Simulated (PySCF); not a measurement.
**Magnetisability: SMILES C1=C(F)CC(=O)N1, C4H4FNO**

Geometry:
```
atom   x (Å)   y (Å)   z (Å)
  O1  -2.234   0.907  -0.125
  C2  -1.102   0.499  -0.064
  C3  -0.617  -0.945  -0.010
  C4   0.863  -0.770   0.053
  F5   1.703  -1.811   0.116
  C6   1.189   0.522   0.040
  N7   0.022   1.279  -0.031
  H8  -1.024  -1.455   0.865
  H9  -0.946  -1.497  -0.892
 H10   2.153   0.990   0.075
 H11  -0.001   2.285  -0.053
```

Method: GIAO B3LYP/pcSseg-1 magnetisability, rotational g tensor and spin-rotation constants, non-relativistic, gas phase (PySCF 2.14.0). Geometry: GFN2-xTB.

Problem. How diamagnetic is it, and how anisotropic?

Solution. Isotropic -802 × 10⁻³⁰ J/T², or -48.3 × 10⁻⁶ cm³/mol; principal values -915, -780, -713 × 10⁻³⁰ J/T², anisotropy 178 × 10⁻³⁰ J/T² (root of half the summed squared differences of the principal values). The susceptibility is in cgs units.

Problem. Split it along the inertial axes a, b, c into diamagnetic and paramagnetic parts about the centre of mass, with the quadrupole moment.

Solution. 
| axis | χ (10⁻⁶ cm³/mol) | diamagnetic (10⁻⁶ cm³/mol) | paramagnetic (10⁻⁶ cm³/mol) | summed x² of all electrons (Å²) | quadrupole Θ (D Å) |
| --- | --- | --- | --- | --- | --- |
| a | -46.7 | -246.8 | 200.1 | 134.5 | -16.13 |
| b | -43.2 | -612.1 | 568.9 | 48.4 | +13.45 |
| c | -55.1 | -776.0 | 720.9 | 9.8 | +2.69 |

Anisotropies 2χaa − χbb − χcc = +4.8 and 2χbb − χaa − χcc = +15.5 × 10⁻⁶ cm³/mol. Θ is traceless in Buckingham's convention.

Problem. And the rotational g tensor?

Solution. 
| axis | rotational constant (GHz) | g | nuclear part | electronic part |
| --- | --- | --- | --- | --- |
| a | 7.1071 | -0.0559 | 0.6122 | -0.6681 |
| b | 2.0108 | -0.0356 | 0.5018 | -0.5374 |
| c | 1.5826 | -0.0145 | 0.5215 | -0.5360 |

Asymmetric top; isotopes 12C, 19F, 1H, 14N, 16O; no vibrational averaging.
